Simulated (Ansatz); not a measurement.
(CuCl)2 ring (Cu₂Cl₂). The state is a singlet with charge 0. Geometry r2SCAN-D4/def2-SVP.

```xyz
4

Cu   -0.312   -0.838   -0.706
Cl   -1.165   -0.734    1.386
Cu    0.312    0.838    0.706
Cl    1.165    0.734   -1.386
```

The 6-31G sets use Cartesian d functions. B3LYP takes the VWN-RPA correlation.

Estimate the orbital energies around the gap (eV) in Ansatz with PBE-D4/def2-TZVP, r2SCAN-D4/def2-TZVP, r2SCAN-D4/def2-TZVPD, B3LYP-D4/6-31G, ωB97M-V/def2-TZVP.


```json
{"orbital": "HOMO−13", "PBE-D4/def2-TZVP": "-9.13", "r2SCAN-D4/def2-TZVP": "-9.38", "r2SCAN-D4/def2-TZVPD": "-9.43", "B3LYP-D4/6-31G": "-10.12", "ωB97M-V/def2-TZVP": "-12.98"}
{"orbital": "HOMO−12", "PBE-D4/def2-TZVP": "-8.28", "r2SCAN-D4/def2-TZVP": "-8.57", "r2SCAN-D4/def2-TZVPD": "-8.62", "B3LYP-D4/6-31G": "-9.42", "ωB97M-V/def2-TZVP": "-12.34"}
{"orbital": "HOMO−11", "PBE-D4/def2-TZVP": "-8.16", "r2SCAN-D4/def2-TZVP": "-8.44", "r2SCAN-D4/def2-TZVPD": "-8.50", "B3LYP-D4/6-31G": "-9.20", "ωB97M-V/def2-TZVP": "-12.33"}
{"orbital": "HOMO−10", "PBE-D4/def2-TZVP": "-8.13", "r2SCAN-D4/def2-TZVP": "-8.41", "r2SCAN-D4/def2-TZVPD": "-8.47", "B3LYP-D4/6-31G": "-9.12", "ωB97M-V/def2-TZVP": "-11.93"}
{"orbital": "HOMO−9", "PBE-D4/def2-TZVP": "-7.27", "r2SCAN-D4/def2-TZVP": "-7.37", "r2SCAN-D4/def2-TZVPD": "-7.42", "B3LYP-D4/6-31G": "-7.49", "ωB97M-V/def2-TZVP": "-11.80"}
{"orbital": "HOMO−8", "PBE-D4/def2-TZVP": "-6.60", "r2SCAN-D4/def2-TZVP": "-6.75", "r2SCAN-D4/def2-TZVPD": "-6.80", "B3LYP-D4/6-31G": "-6.67", "ωB97M-V/def2-TZVP": "-11.16"}
{"orbital": "HOMO−7", "PBE-D4/def2-TZVP": "-6.45", "r2SCAN-D4/def2-TZVP": "-6.55", "r2SCAN-D4/def2-TZVPD": "-6.60", "B3LYP-D4/6-31G": "-6.61", "ωB97M-V/def2-TZVP": "-11.01"}
{"orbital": "HOMO−6", "PBE-D4/def2-TZVP": "-6.38", "r2SCAN-D4/def2-TZVP": "-6.50", "r2SCAN-D4/def2-TZVPD": "-6.54", "B3LYP-D4/6-31G": "-6.57", "ωB97M-V/def2-TZVP": "-10.88"}
{"orbital": "HOMO−5", "PBE-D4/def2-TZVP": "-6.19", "r2SCAN-D4/def2-TZVP": "-6.31", "r2SCAN-D4/def2-TZVPD": "-6.36", "B3LYP-D4/6-31G": "-6.48", "ωB97M-V/def2-TZVP": "-10.83"}
{"orbital": "HOMO−4", "PBE-D4/def2-TZVP": "-6.14", "r2SCAN-D4/def2-TZVP": "-6.25", "r2SCAN-D4/def2-TZVPD": "-6.30", "B3LYP-D4/6-31G": "-6.33", "ωB97M-V/def2-TZVP": "-10.81"}
{"orbital": "HOMO−3", "PBE-D4/def2-TZVP": "-6.09", "r2SCAN-D4/def2-TZVP": "-6.22", "r2SCAN-D4/def2-TZVPD": "-6.27", "B3LYP-D4/6-31G": "-6.30", "ωB97M-V/def2-TZVP": "-10.80"}
{"orbital": "HOMO−2", "PBE-D4/def2-TZVP": "-5.89", "r2SCAN-D4/def2-TZVP": "-6.02", "r2SCAN-D4/def2-TZVPD": "-6.08", "B3LYP-D4/6-31G": "-6.27", "ωB97M-V/def2-TZVP": "-10.03"}
{"orbital": "HOMO−1", "PBE-D4/def2-TZVP": "-5.65", "r2SCAN-D4/def2-TZVP": "-5.75", "r2SCAN-D4/def2-TZVPD": "-5.80", "B3LYP-D4/6-31G": "-6.00", "ωB97M-V/def2-TZVP": "-9.62"}
{"orbital": "HOMO", "PBE-D4/def2-TZVP": "-5.52", "r2SCAN-D4/def2-TZVP": "-5.59", "r2SCAN-D4/def2-TZVPD": "-5.64", "B3LYP-D4/6-31G": "-5.67", "ωB97M-V/def2-TZVP": "-9.59"}
{"orbital": "LUMO", "PBE-D4/def2-TZVP": "-2.94", "r2SCAN-D4/def2-TZVP": "-2.61", "r2SCAN-D4/def2-TZVPD": "-2.69", "B3LYP-D4/6-31G": "-2.29", "ωB97M-V/def2-TZVP": "-0.31"}
{"orbital": "LUMO+1", "PBE-D4/def2-TZVP": "-2.48", "r2SCAN-D4/def2-TZVP": "-2.16", "r2SCAN-D4/def2-TZVPD": "-2.21", "B3LYP-D4/6-31G": "-1.72", "ωB97M-V/def2-TZVP": "0.19"}
{"orbital": "LUMO+2", "PBE-D4/def2-TZVP": "0.36", "r2SCAN-D4/def2-TZVP": "0.69", "r2SCAN-D4/def2-TZVPD": "-0.54", "B3LYP-D4/6-31G": "-0.35", "ωB97M-V/def2-TZVP": "3.31"}
{"orbital": "LUMO+3", "PBE-D4/def2-TZVP": "0.78", "r2SCAN-D4/def2-TZVP": "1.18", "r2SCAN-D4/def2-TZVPD": "0.54", "B3LYP-D4/6-31G": "0.73", "ωB97M-V/def2-TZVP": "3.49"}
{"orbital": "LUMO+4", "PBE-D4/def2-TZVP": "1.05", "r2SCAN-D4/def2-TZVP": "1.41", "r2SCAN-D4/def2-TZVPD": "0.59", "B3LYP-D4/6-31G": "1.05", "ωB97M-V/def2-TZVP": "3.49"}
{"orbital": "LUMO+5", "PBE-D4/def2-TZVP": "1.96", "r2SCAN-D4/def2-TZVP": "2.46", "r2SCAN-D4/def2-TZVPD": "0.70", "B3LYP-D4/6-31G": "1.06", "ωB97M-V/def2-TZVP": "3.87"}
```
